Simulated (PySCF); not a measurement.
# MN15 on Kr (krypton, neutral)

Configuration: [Ar] 3d10 4s1 4p6 5s1, high-spin 3S determinant (an excited configuration). Calculation: PySCF 2.14, in aug-cc-pVQZ-PP with one added diffuse shell each of s, p, d, f, g type with ECP10MDF (8s7p6d4f3g, 114 functions); scalar relativity through the core potential.

* Total energy: -463.1475 hartree
* One-electron energy: -800.0187 hartree
* Hartree (Coulomb) energy: 370.2967 hartree
* Exchange-correlation energy: -33.4255 hartree
* ⟨S²⟩: 2.0011
* ⟨L²⟩: 0.000
* Sum of ⟨r⟩: 27.80 bohr
* Sum of ⟨r²⟩: 65.88 bohr²

```
shell  electrons  mean orbital energy (eV)  rms radius, mean of both spins (bohr)
 3s α          1                   -252.83                                  0.586
 3s β          1                   -252.68                                  0.586
 3p β          3                   -200.88                                  0.598
 3p α          3                   -200.82                                  0.598
 3d α          5                   -98.693                                  0.600
 3d β          5                   -98.629                                  0.600
 4s α          1                   -32.709                                   1.65
 4p α          3                   -17.290                                   1.99
 4p β          3                   -15.789                                   1.99
 5s α          1                    -3.100                                   5.74
```

Energies and moments cover only the electrons outside the core potential. The outer electron is Rydberg-like, and this basis confines it to a smaller radius and binds it less than a complete one would.
